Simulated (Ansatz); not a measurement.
Gas-phase electronic energies from Ansatz, PBE0-D4/def2-TZVP geometries. CCSD(T)/CBS adds triple-zeta CCSD(T) − MP2 to the extrapolated MP2 energy (def2 sets, frozen cores). This one scheme is used for every species. DFT in def2-TZVPP. Each species was taken in one conformer, which may not be the lowest.

Consider the formal exchange of groups at a C–Si bond: `CNC(N)[SiH3]` + CH₄ → `CNC(C)N` + SiH₄.

`CNC(N)[SiH3]`:

Cartesian coordinates in Å:
```
C 1.957 -0.078 0.346
N 0.915 0.051 -0.651
C -0.383 -0.488 -0.248
N -1.250 -0.807 -1.358
Si -1.389 0.619 0.936
H 1.725 0.386 1.317
H 2.155 -1.139 0.525
H 2.878 0.369 -0.031
H 0.824 1.017 -0.945
H -0.166 -1.425 0.281
H -0.753 -1.375 -2.036
H -1.555 0.033 -1.837
H -0.516 1.198 1.993
H -1.933 1.745 0.121
H -2.511 -0.105 1.586
```

CH₄:

Z-matrix (Å, degrees):
```
C
H 1 1.090
H 1 1.090 2 109.5
H 1 1.090 2 109.5 3 -120.0
H 1 1.090 2 109.5 3 120.0
```

`CNC(C)N`:

```xyz
15

C    -0.390    1.972   -0.209
N    -0.602    0.575   -0.522
C     0.147   -0.340    0.309
C    -0.408   -1.744    0.128
N     1.550   -0.199   -0.036
H     0.664    2.212   -0.350
H    -0.659    2.237    0.828
H    -0.978    2.593   -0.887
H    -1.586    0.346   -0.473
H     0.073   -0.070    1.380
H     0.168   -2.462    0.716
H    -1.452   -1.811    0.449
H    -0.353   -2.033   -0.926
H     2.129   -0.755    0.580
H     1.697   -0.522   -0.987
```

SiH₄:

Cartesian coordinates in Å:
```
Si 0.000 0.000 0.000
H 0.638 1.206 0.585
H 0.926 -1.155 0.115
H -0.307 0.248 -1.431
H -1.257 -0.299 0.731
```

CCSD(T)/CBS gives +10.1 kJ/mol.

Another level gave +15.1 kJ/mol. Which?
A. CCSD/def2-TZVPP
B. r2SCAN-D4/def2-TZVPP
C. B2PLYP/def2-TZVPP
D. HF/def2-TZVPP

B. r2SCAN-D4 15.1, B2PLYP 10.7, CCSD/def2-TZVPP 5.6, HF/def2-TZVPP -2.8 kJ/mol.

Largest T1 diagnostic among the species: 0.011.

In def2-TZVPP, CCSD(T) changes the Hartree–Fock value by +10.5 kJ/mol (the triples alone add +2.1 kJ/mol) and MP2 by +12.2 kJ/mol. From PBE to PBE0 (25 % exact exchange), in def2-TZVPP and without D4, ΔE moves by −4.9 kJ/mol. The D4 term adds +4.2 kJ/mol with B3LYP and +2.4 kJ/mol with PBE0; it sums over pairs of atoms, weighted by their polarisabilities, and B3LYP, whose exchange is more repulsive, gets the larger term.

B3LYP here is the variant with VWN-RPA as its local correlation; programs differ in this.
